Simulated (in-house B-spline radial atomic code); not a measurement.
Atomic self-consistent-field run: Te⁺. Level of theory: scalar-relativistic (X2C) Hartree-Fock, spin-polarised, averaged over the determinants with the given up and down occupations, Fermi nucleus of rms radius 4.7423 fm, inside a hard spherical wall at 1.73 bohr; calculated with a B-spline radial code for spherical atoms.

Command:
```bash
python run_scf.py task.json out
```
Settings (nuclear radius in fm, mass in u):
```
Z                52
configuration    [Ar] 3d9 4s2 4p6 4d10 5s2 5p3 5f1
hamiltonian      x2c
method           hf
spin_polarised   True
nucleus          fermi
rms_radius       4.7423
atomic_mass      129.90622
speed_of_light   137.035999084
wall_radius      1.73
```

Output (hartree, bohr):
```
 radial grid: 58 intervals, B-splines of order 8, outer radius 1.73 bohr

 iter        energy (Eh)    residual
    1       -6734.689945    5.20e-01
    2       -6735.099529    6.04e-02
    3       -6735.121659    2.14e-02
    4       -6735.124018    7.82e-03
    5       -6735.124291    1.92e-03
    6       -6735.124323    1.04e-04
    7       -6735.124323    1.52e-05
    8       -6735.124323    1.17e-06
    9       -6735.124323    7.60e-08

 total energy                     -6735.12432
 kinetic                            7269.7747
 electron-nucleus                 -16627.6846
 electron-electron                  2622.7856

 orbital      occ     eigenvalue          <r>       <r^2>       <1/r>       r_max
 1s up      1.000     -1172.7994    0.0272066  0.00101303     58.2838     0.01723
 1s down    1.000     -1172.7273    0.0272051  0.00101291     58.2863     0.01723
 2s up      1.000      -181.9346     0.119178   0.0168183     13.2727      0.1011
 2s down    1.000      -181.7160     0.119088   0.0167902     13.2821      0.1011
 2p up      3.000      -162.9669     0.104523   0.0133554     12.2408     0.08097
 2p down    3.000      -162.7178     0.104447   0.0133319     12.2466     0.08096
 3s up      1.000       -36.1224     0.319258    0.116678     4.71101      0.2911
 3s down    1.000       -35.7641     0.319489    0.116803     4.70022      0.2913
 3p up      3.000       -29.8077     0.317333    0.116934     4.38872      0.2848
 3p down    3.000       -29.3570      0.31814    0.117489     4.37112      0.2853
 3d up      5.000       -20.2432     0.294448    0.102531     4.11322      0.2369
 3d down    4.000       -19.9531      0.29775    0.105588     4.08559      0.2375
 4s up      1.000        -5.2669     0.759345     0.64603     1.83832      0.6999
 4s down    1.000        -5.0638     0.765084    0.654676     1.81413      0.7063
 4p up      3.000        -3.1976     0.802396    0.721564     1.67877       0.738
 4p down    3.000        -2.9851     0.811396    0.735989     1.64927      0.7491
 4d up      5.000         0.0650     0.872498    0.849921     1.45943      0.8142
 4d down    5.000         0.2100     0.869837     0.84678     1.48143      0.8211
 5s up      1.000         3.5460      1.08059     1.30642     1.36361       1.268
 5s down    1.000         4.1530      1.07636     1.29939     1.37593        1.27
 5p up      3.000         4.9829      1.06398     1.28533     1.38474       1.293
 5f up      1.000         9.1582     0.941221     1.06705     1.39254       1.337
```

Run time, properties included: 0.33 s on 1 thread of Arm Neoverse N1 (shared host).

One-electron X2C: radii and densities carry no picture-change correction, so inner-shell <1/r> comes out high (for 1s by about 2 % at Z = 33, 5 % at 54, 10 % at 75, 30 % at 118) and <r> low.
